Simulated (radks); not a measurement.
Results of a calculation; reference values are marked as such.
Coulomb parameter of the 3d shell of the nickel ion Ni+ in the model configuration [Ar] 3d7 4p2, as a second difference U = [E(n + 1) + E(n - 1) - 2 E(n)] / (1)^2 with all orbitals relaxed. "Bare": the charge of the atom changes with n. "Screened": the 4p shell takes up the change at fixed total charge, which measures U(3d,3d) + U(4p,4p) - 2 U(3d,4p). Code: a radial shooting solver on a logarithmic mesh with Libxc functionals. Model: scalar-relativistic Kohn-Sham, PBEsol, spin-unpolarised, spherical densities, finite nucleus; Fermi nuclear charge, rms radius 3.7757 fm.

| case | configuration | E - E(n) (eV) |
|---|---|---|
| start | [Ar] 3d7 4p2 | 0.000 |
| bare +1 | [Ar] 3d8 4p2 | -19.408 |
| bare -1 | [Ar] 3d6 4p2 | 35.839 |
| screened +1 | [Ar] 3d8 4p1 | -13.901 |
| screened -1 | [Ar] 3d6 4p3 | 20.021 |

U(bare) = 16.431 eV, U(screened by 4p) = 6.120 eV, against the Slater integral F0(3d,3d) = 27.619 eV with frozen orbitals.
